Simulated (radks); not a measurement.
Question: Radial electron density D(r) = 4 pi r^2 rho(r) of an atom or ion with 49 electrons. Method: scalar-relativistic Kohn-Sham, LDA (Slater exchange, Perdew-Wang correlation), spin-unpolarised, spherical densities, finite nucleus; Fermi nuclear charge, rms radius of each element as measured or else 0.836 A^(1/3) + 0.57 fm; computed with a radial shooting solver on a logarithmic mesh with Libxc functionals.

```
   r/bohr * D(r) (the largest magnitude, 82.5, reaches the edge; | marks zero)
 0.001337 | *
 0.001544 | *
 0.001798 |  *
 0.002076 |   *
 0.002398 |    *
 0.002769 |     *
 0.003198 |      *
 0.003693 |        *
   0.0043 |          *
 0.004966 |             *
 0.005735 |                *
 0.006623 |                   *
 0.007649 |                       *
 0.008833 |                           *
  0.01028 |                               *
  0.01188 |                                  *
  0.01372 |                                      *
  0.01584 |                                        *
  0.01829 |                                          *
  0.02113 |                                          *
   0.0244 |                                         *
   0.0284 |                                       *
   0.0328 |                                     *
  0.03788 |                                    *
  0.04375 |                                     *
  0.05053 |                                       *
  0.05835 |                                           *
  0.06793 |                                                *
  0.07846 |                                                    *
  0.09061 |                                                      *
   0.1046 |                                                    *
   0.1208 |                                               *
   0.1396 |                                         *
   0.1625 |                                     *
   0.1876 |                                      *
   0.2167 |                                         *
   0.2503 |                                            *
    0.289 |                                           *
   0.3338 |                                     *
   0.3886 |                           *
   0.4488 |                  *
   0.5183 |             *
   0.5986 |             *
   0.6913 |              *
   0.7983 |               *
    0.922 |             *
    1.073 |          *
     1.24 |       *
    1.432 |    *
    1.653 |  *
    1.909 | *
    2.205 | *
    2.567 |*
    2.965 |*
    3.424 *
    3.954 *
    4.567 *
    5.274 *
     6.14 *
    7.091 *
    8.189 *
    9.457 *
```

What is the nuclear charge?

Answer: Z = 50. The innermost maximum, from 1s, lies near gamma/Z bohr with gamma = sqrt(1 - (Z/c)^2) = 0.931, here 0.0186 bohr (found: 0.0205), and its height grows with Z. The density is that of the tin ion Sn+ in [Kr] 4d10 5s2 5p1; the configuration itself is not fixed sharply by these data, and Z only to a few units. D(r) has 4 maxima, at r = 0.0205, 0.0899, 0.265, 0.779 bohr, and minima at 0.0401, 0.173, 0.571 bohr, inside which lie 2.00, 11.19, 29.00 electrons.
